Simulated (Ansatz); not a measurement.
Total energies of `C[N](C)[Y]([F])[N](C)C`.

Cartesian coordinates in Å:
```
C 0.045 2.113 -1.269
N 0.603 1.772 0.013
C 1.286 2.900 0.597
Y 0.523 -0.100 1.059
F 1.408 -0.263 2.866
N -0.486 -1.797 0.221
C -1.173 -1.894 -1.041
C -0.540 -3.048 0.937
H -0.475 1.259 -1.716
H -0.684 2.937 -1.201
H 0.817 2.434 -1.988
H 1.712 2.642 1.575
H 0.615 3.760 0.754
H 2.117 3.258 -0.032
H -0.734 -2.664 -1.697
H -1.133 -0.945 -1.587
H -2.237 -2.152 -0.919
H -0.017 -2.977 1.899
H -1.574 -3.362 1.154
H -0.071 -3.872 0.375
```

Total charge 0; spin multiplicity 1. Correlated methods include outer-core shells of Y, which these sets cover unevenly. Y: def2 effective core potential. The geometry is a stationary point of PBE0-D4/def2-TZVP. It is one conformer, not always the lowest. Basis def2-TZVPP, the Gaussian-basis code of Ansatz.

RPA on PBE orbitals: Hartree–Fock energy of these orbitals -404.85260 Eh, correlation -2.64155 Eh (frozen core).

```
functional  energy without D4 (Eh)  D4 term (kJ/mol)
       PBE              -407.14805             -41.3
   r2SCAN0              -407.33743             -13.0
```

Task: Give the same for LDA (SPW92), revPBE, BLYP, r2SCAN, B97M-V, PBE0, B3LYP, r2SCANh, HSE06 (plane-wave form), BHLYP, CAM-B3LYP, LC-ωPBE, ωB97X-V, ωB97M-V, B2PLYP, PBE-QIDH. (Estimate.)

Result: Computed: 
| functional | energy without D4 (Eh) | D4 term (kJ/mol) |
| --- | --- | --- |
| LDA (SPW92) | -404.44546 | – |
| revPBE | -407.50711 | -126.2 |
| BLYP | -407.42710 | -88.7 |
| r2SCAN | -407.40974 | -11.2 |
| B97M-V | -407.55762 | – |
| PBE0 | -407.16378 | -35.4 |
| B3LYP | -407.62496 | -65.5 |
| r2SCANh | -407.37991 | -11.9 |
| HSE06 (plane-wave form) | -407.14270 | -33.1 |
| BHLYP | -407.31359 | -50.9 |
| CAM-B3LYP | -407.39920 | -36.0 |
| LC-ωPBE | -407.39797 | – |
| ωB97X-V | -407.46201 | – |
| ωB97M-V | -407.35819 | – |
| B2PLYP | -407.22602 | – |
| PBE-QIDH | -407.06512 | – |

B3LYP takes the VWN-RPA correlation (the form of Gaussian; ORCA's B3LYP/G). HSE06 is the plane-wave form, built on full-range PBE exchange. The double hybrids freeze the cores in their second-order part.

LC-ωPBE has ω = 0.4 bohr⁻¹.
